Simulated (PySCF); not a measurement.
**Spectroscopy problems**

- shielding tensors at PBE0/pcSseg-1 (GIAO)
- GFN2-xTB structure
- J: B3LYP/pcJ-1 (spin–dipole term left out of most H,H and C,H couplings)
- run in PySCF
- no solvent model, equivalent nuclei averaged, no relativistic terms, single conformer

References, each an isolated molecule treated in the same way: TMS for 1H (31.72 ppm) and 13C (186.93 ppm). Multiplet labels drop J under 1 Hz and among equivalent protons, and merge close values. Unscaled 3J(H,H) run several per cent high. Splittings of carbon signals by F and P are missing where no couplings were computed. Where no couplings were computed, multiplicities follow the n + 1 count of equivalent neighbours, and m marks all less simple cases (inequivalent or close neighbours, rings, F or P nearby). Shifts are as computed. Against solution values, carbons near 30 ppm lie about +3 ppm off and those near 130 ppm about +5 ppm; carbons on Cl a further +6 ppm. Of 1211 compounds with measured shifts, 218 miss one by over three times the rms of a fit or turn the order of signals round; such compounds aren't used in these exercises. Carbons bonded to Cl come out too deshielded.

(1) C7H15OP. 1H NMR (500 MHz, computed): δ 2.00 (m, 1H), 1.84 (m, 1H), 1.40 (m, 3H), 1.35 (m, 9H), 0.68 (m, 1H). 13C{1H} NMR (computed): δ 40.8 (C), 27.2 (CH3), 26.5 (CH), 18.9 (CH2), 18.4 (CH3). What is it?

(2) C4H6ClN3. 1H NMR (300 MHz, computed): δ 7.63 (s, 1H), 4.46 (q, 2H), 1.44 (t, 3H). 13C{1H} NMR (computed): δ 136.2, 135.8, 44.7, 17.9. What is it?

(3) C6H6. 1H NMR (600 MHz, computed): δ 6.98 (m, 4H), 4.06 (m, 2H). 13C{1H} NMR (computed): δ 154.5 (CH), 53.9 (CH). Give a structure.

## Answers

(1) SMILES C[C@@H]1C[P@]1(=O)C(C)(C)C. 5 carbon signals for 7 carbons: some carbons are equivalent by symmetry or fast rotation. Carbon types of the structure: 1 × C, 1 × CH, 1 × CH2, 4 × CH3, which accounts for all hydrogens. δC 27.2, 18.4: methyl carbon; a saturated carbon with 1 carbon neighbour and no heteroatom attached. δC 26.5, 18.9: three-membered-ring carbon; carbons of three-membered rings are unusually shielded. δH 2.00, 1.84, 0.68: hydrogen on a three-membered-ring carbon. δH 1.40, 1.35: hydrogen on a methyl carbon.

This is the structure that produced the data.

(2) `CCn1nncc1Cl`. Rings plus π bonds: 3 (1 ring in the answer). 4 carbon signals for 4 carbons: no two carbons are equivalent. Carbon types of the structure: 1 × C, 1 × CH, 1 × CH2, 1 × CH3, which accounts for all hydrogens. δC 136.2: aromatic carbon bearing chlorine. δC 135.8: aromatic CH next to a ring nitrogen. δC 17.9: methyl carbon; aliphatic region, no heteroatom directly attached. δH 4.46: hydrogen on an sp3 CH2 bonded to N; its carbon carries N, which withdraws density.

The data come from this structure; uniqueness wasn't tested.

(3) SMILES C1=CC2C=CC12. Rings plus π bonds: 4 (2 rings in the answer). 2 carbon signals for 6 carbons: some carbons are equivalent by symmetry or fast rotation. Carbon types of the structure: 6 × CH, which accounts for all hydrogens. δC 154.5: alkene CH; an sp2 carbon of a C=C bond. δC 53.9: allylic sp3 CH; a saturated carbon with 3 carbon neighbours and no heteroatom attached. δH 6.98: hydrogen on an alkene CH; attached to an sp2 carbon and in the plane of the double bond. δH 4.06: hydrogen on an allylic sp3 CH.

This is the structure that produced the data.
